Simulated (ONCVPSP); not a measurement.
# Transferability test, ONCV potential for Ge

ONCVPSP 4.0.1 input, shortened (lines: element, Z, core and valence counts, functional; n l f; lmax; l rc ep ncon nbas qcut; lloc lpopt rc5 dvloc0; l nproj debl; icmod fcfact rcfact), PBEsol, scalar-relativistic:

```
  Ge 32.00    3    5  -116133      upf
    1    0    2.00
    2    0    2.00
    2    1    6.00
    3    0    2.00
    3    1    6.00
    3    2   10.00
    4    0    2.00
    4    1    2.00
    2
    0    0.95    0.00    4    9    9.70
    1    0.90    0.00    4    8   12.30
    2    1.35    0.00    3    7   12.50
    4    5    0.80    6.00
    0    2    1.70
    1    2    2.50
    2    2    0.40
    0    0.00    0.00
```

In the d channel the program set the typed energies aside and used -1.077, 0.250 Ha.

Energies are relative to the spin-unpolarised reference configuration 3s2 3p6 3d10 4s2 4p2; without spin polarisation the order of configurations can differ from experiment.

```
valence configuration  charge  ΔE all-electron (eV)  error AE − PS (meV)
 3s2 3p6 3d10 4s2 4p0      +2                22.902                 -0.9
 3s2 3p6 3d10 4s1 4p0      +3                57.691                 -5.2
 3s2 3p5 3d10 4s2 4p2      +1               125.492                 -291
```

Task: What are ΔE and the potential's error for 3s2 3p6 3d10 4s2 4p1?

Result: ΔE = 7.453 eV all-electron; the error (AE − PS) is -0.1 meV.
